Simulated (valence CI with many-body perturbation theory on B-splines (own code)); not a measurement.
## Which ion has this spectrum?

A relativistic CI+MBPT calculation for an atom or ion with 13 electrons gives these levels (cm⁻¹):

```csv
J,Parity,E,g
1/2,odd,0,0.67
3/2,odd,7552,1.33
1/2,even,160366,2.67
3/2,even,163223,1.73
5/2,even,167282,1.60
3/2,even,212072,0.80
5/2,even,212627,1.20
1/2,even,264657,1.92
1/2,even,281297,0.75
3/2,even,285475,1.33
3/2,even,345301,0.80
5/2,even,345844,1.20
3/2,odd,413385,0.81
5/2,odd,414351,1.20
```

The energies are calculated, with errors of perhaps 200 cm⁻¹, more in some levels.

Q: Which is it?
A. Ti9+
B. Ca7+
C. Sc8+
D. Cr11+

A: A. Ti9+, ground level 3s2 3p 2P°_1/2.
